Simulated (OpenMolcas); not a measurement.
Computed levels of 3d7 in ions with 25 electrons, in cm-1 above 4F 9/2.

```
Program             : OpenMolcas
Method              : CASSCF
Basis               : ANO-R3
Scalar Hamiltonian  : X2C, finite nucleus
Spin-orbit coupling : state interaction with AMFI integrals over the reference wave functions, term energies averaged over their components
```

Active space for each ion: 7 electrons in 5 orbitals (3d).

```csv
Level,Co2+,Cu4+
4F 7/2,831,1559
4F 5/2,1446,2685
4F 3/2,1870,3450
2G 9/2,19379,25133
4P 5/2,19382,24952
4P 3/2,19676,25378
4P 1/2,20057,26170
2G 7/2,20170,26644
2P 3/2,25614,33084
```

Estimate 4F 3/2, 2G 9/2, 4P 5/2 for Ni3+ from its neighbours Co2+ and Cu4+.

4F 3/2 is fine structure, which grows about as the fourth power of a screened charge, so the fourth roots are averaged: ((1870^0.25 + 3450^0.25) / 2)^4 = 2570. The calculation gives 2585, so the estimate is off by -0.6 %; the measured value is 2621 (Corliss and Sugar, J. Phys. Chem. Ref. Data 10, 197 (1981)).
2G 9/2 is another term, which grows about linearly with the charge: (19379 + 25133) / 2 = 22256. The calculation gives 22325, so the estimate is off by -0.3 %; the measured value is 19830 (Corliss and Sugar, J. Phys. Chem. Ref. Data 10, 197 (1981)).
4P 5/2 is another term, which grows about linearly with the charge: (19382 + 24952) / 2 = 22167. The calculation gives 22228, so the estimate is off by -0.3 %; the measured value is 18119 (Corliss and Sugar, J. Phys. Chem. Ref. Data 10, 197 (1981)).

Without dynamic correlation excited terms often stand tens of per cent too high (terms of higher spin than the ground term too low), and those without a measured partner can miss by more than the paired ones. Measured partners are found by configuration, term and J. A level has none where our copy of the source lacks it or the pairing is in doubt (some pairs that miss far off the trend of their configuration count as doubtful), and it then counts in no deviation. Levels of configurations outside the active space are missing.
